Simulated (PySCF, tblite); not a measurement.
Species: C₆H₁₁NSi₂.
SMILES with atom numbers: `[NH2:1][Si@@H:2]([SiH3:3])[c:4]1[cH:5][cH:6][cH:7][cH:8][cH:9]1` (hydrogens: H10, H11 on N1; H12 on Si2; H13, H14, H15 on Si3; H16 on C5; H17 on C6; H18 on C7; H19 on C8; H20 on C9)

Computed geometry: GFN2-xTB, gas phase.

Q: List the bond lengths, angles and torsions at this level.

A: 
```json
{"bond": "N1–Si2", "length (pm)": "173.0", "order": "single"}
{"bond": "Si2–Si3", "length (pm)": "230.9", "order": "single"}
{"bond": "Si2–C4", "length (pm)": "189.0", "order": "single"}
{"bond": "C4–C5, C4–C9", "length (pm)": "139.1", "order": "aromatic"}
{"bond": "C5–C6, C8–C9", "length (pm)": "138.3", "order": "aromatic"}
{"bond": "C6–C7, C7–C8", "length (pm)": "138.5", "order": "aromatic"}
{"bond": "N1–H10, N1–H11", "length (pm)": "100.8", "order": "single"}
{"bond": "Si2–H12", "length (pm)": "148.3", "order": "single"}
{"bond": "Si3–H13, Si3–H14, Si3–H15", "length (pm)": "146.7", "order": "single"}
{"bond": "C5–H16, C9–H20", "length (pm)": "108.1", "order": "single"}
{"bond": "C6–H17, C8–H19", "length (pm)": "108.1", "order": "single"}
{"bond": "C7–H18", "length (pm)": "108.1", "order": "single"}
```

Bonds in one row agree within 1 pm and their mean is given. Orders are formal, as drawn. A selection of angles:
```json
{"angle": "Si2–N1–H10", "degrees": "119.0"}
{"angle": "H10–N1–H11", "degrees": "109.5"}
{"angle": "N1–Si2–Si3", "degrees": "107.7"}
{"angle": "N1–Si2–C4", "degrees": "104.6"}
{"angle": "N1–Si2–H12", "degrees": "112.9"}
{"angle": "Si3–Si2–C4", "degrees": "112.1"}
{"angle": "Si3–Si2–H12", "degrees": "113.5"}
{"angle": "C4–Si2–H12", "degrees": "105.8"}
{"angle": "Si2–Si3–H13", "degrees": "113.6"}
{"angle": "Si2–Si3–H15", "degrees": "111.7"}
{"angle": "H13–Si3–H14", "degrees": "106.5"}
{"angle": "Si2–C4–C5", "degrees": "120.9"}
{"angle": "C5–C4–C9", "degrees": "117.9"}
{"angle": "C4–C5–C6", "degrees": "121.2"}
{"angle": "C4–C5–H16", "degrees": "119.1"}
{"angle": "C6–C5–H16", "degrees": "119.7"}
{"angle": "C5–C6–C7", "degrees": "120.0"}
{"angle": "C5–C6–H17", "degrees": "120.1"}
{"angle": "C7–C6–H17", "degrees": "119.9"}
{"angle": "C6–C7–C8", "degrees": "119.6"}
{"angle": "C6–C7–H18", "degrees": "120.2"}
{"angle": "H11–N1–Si2", "degrees": "118.9"}
```

Dihedral angles: N1–Si2–C4–C5 -38° (synclinal).

Si3 (SiH3 silicon) is distorted tetrahedral (angles from 105.5° to 113.6°). The 6-membered ring C4–C5–C6–C7–C8–C9 has internal angles of 117.9° to 121.3° (sum 720°, against 720° for a flat polygon); it is planar, 0.00 Å rms from its mean plane, widest ring torsion 0°. Of the pairs four or more bonds apart, N1···H16 is among the closest relative to their van der Waals radii: 2.80 Å, 102 % of the sum of Bondi's values. N1 (silicon-bound nitrogen) is pyramidal (angles 119.0°, 118.9° and 109.5°, sum 347.5°, 0.24 Å off the plane of its three neighbours). Si2 (SiH silicon) is distorted tetrahedral (angles from 104.6° to 113.5°).

Point group: C1 (no symmetry element, even within 0.4 Å). Its lowest GFN2-xTB frequency is 18i cm⁻¹, too small to tell a flat minimum from a shallow saddle. One conformer, not necessarily the lowest (H–N1–Si2–Si3 53° and -169°, N1–Si2–C4–C5 -38°). 3 starts were optimised and ended at 0.00, 0.00 and 0.69 kcal/mol (GFN2-xTB); the lowest of these is shown.
